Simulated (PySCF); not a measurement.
# `CC(C)(C)CC#[O+]`: 4 charge schemes on one density

Compound: C₆H₁₁O (charge +1).
Numbering: `[CH3:1][C:2]([CH3:3])([CH3:4])[CH2:5][C:6]#[O+:7]` (hydrogens: H8, H9, H10 on C1; H11, H12, H13 on C3; H14, H15, H16 on C4; H17, H18 on C5)

Cartesian coordinates in Å at the GFN2-xTB level; atoms count from 1:
```
atom  x, y, z in Å
C1    -0.3770   -0.0134    1.4939
C2    -0.2247    0.0055   -0.0195
C3    -0.1711    1.4262   -0.5602
C4    -1.3294   -0.7958   -0.6916
C5     1.1518   -0.7487   -0.4098
C6     2.2443   -0.1303    0.1318
O7     3.0876    0.4340    0.6100
H8    -0.3673   -1.0266    1.8883
H9    -1.3335    0.4296    1.7609
H10    0.4017    0.5637    1.9874
H11   -1.1209    1.9176   -0.3630
H12    0.6088    2.0141   -0.0813
H13   -0.0139    1.4435   -1.6358
H14   -1.3634   -1.8206   -0.3311
H15   -1.2220   -0.8050   -1.7731
H16   -2.2871   -0.3352   -0.4607
H17    1.2264   -0.7684   -1.5044
H18    1.0808   -1.7840   -0.0535
```

Density: PBE0/pcSseg-1 (PySCF); schemes: Mulliken, IAO, Hirshfeld and ESP-fitted. Isolated species at its GFN2-xTB geometry, gas phase.

Problem. Atoms with like bonding are taken together and averaged. Do the Mulliken, IAO, Hirshfeld and ESP-fitted schemes agree on where the charge is lowest?

Solution. The schemes don't all agree: Mulliken C2 (-0.733); IAO C1/C3/C4 (-0.432); Hirshfeld C1/C3/C4 (-0.106); ESP-fitted C5 (-0.723).

Problem. At which atom do the 4 schemes differ most?

Solution. At C2: from -0.733 (Mulliken) to +0.539 e (ESP-fitted), 1.272 e apart.

Problem. For which atoms does the sign change between the 4 schemes (beyond +0.03 e in one, beyond −0.03 e in another)?

Solution. C2 and O7.

Problem. Tabulate the Mulliken, IAO, Hirshfeld and ESP-fitted charges.

Solution. In e; atoms taken as equivalent share a row and are averaged (×n: the atom named and its like, n in all):

| atom | environment | Mulliken | IAO | Hirshfeld | ESP-fitted |
| --- | --- | --- | --- | --- | --- |
| C1/C3/C4 | methyl carbon | -0.129 | -0.432 | -0.106 | -0.542 |
| C2 | quaternary sp3 carbon | -0.733 | +0.103 | +0.066 | +0.539 |
| C5 | chain CH2 carbon | -0.214 | -0.361 | -0.012 | -0.723 |
| C6 | triply bonded carbon | +0.549 | +0.646 | +0.412 | +0.759 |
| O7 | oxygen bonded to C | -0.056 | -0.053 | +0.056 | -0.102 |
| H8 (×9) | methyl hydrogen | +0.147 | +0.162 | +0.061 | +0.171 |
| H17/H18 | methylene hydrogen | +0.257 | +0.252 | +0.122 | +0.308 |

Mean size of the charges over all atoms: ESP-fitted 0.328 e, IAO 0.245 e, Mulliken 0.210 e, Hirshfeld 0.092 e. Each set sums to the total charge, 1, to within 0.001 e. The ESP scheme is a least-squares fit of atom-centred charges to the potential on four shells outside the van der Waals surface, with the total charge fixed. The Mulliken scheme gives each basis function's population to the atom it is centred on and halves the overlap population of two atoms between them.

Some averages cover members that differ in this geometry: H8 (×9), ESP-fitted +0.149 to +0.193; H8 (×9), IAO +0.144 to +0.182; H8 (×9), Mulliken +0.131 to +0.168; H8 (×9), Hirshfeld +0.047 to +0.074 e.

Problem. How many electrons does the ESP-fitted scheme count on C6?

Solution. Z − q = 6 − (+0.759) = 5.241.

Problem. How closely do the schemes follow one another over all atoms?

Solution. Correlation coefficient and root-mean-square difference: IAO with ESP-fitted 0.95, 0.145 e; IAO with Hirshfeld 0.91, 0.188 e; Hirshfeld with ESP-fitted 0.83, 0.300 e; Mulliken with IAO 0.62, 0.236 e; Mulliken with Hirshfeld 0.60, 0.213 e; Mulliken with ESP-fitted 0.40, 0.369 e.

Problem. Sum the charges by element, for elements with more than one atom.

Solution. 
```
element  atoms  Mulliken     IAO  Hirshfeld  ESP-fitted
      C      6    -0.783  -0.907     +0.149      -1.051
      H     11    +1.839  +1.960     +0.795      +2.152
```
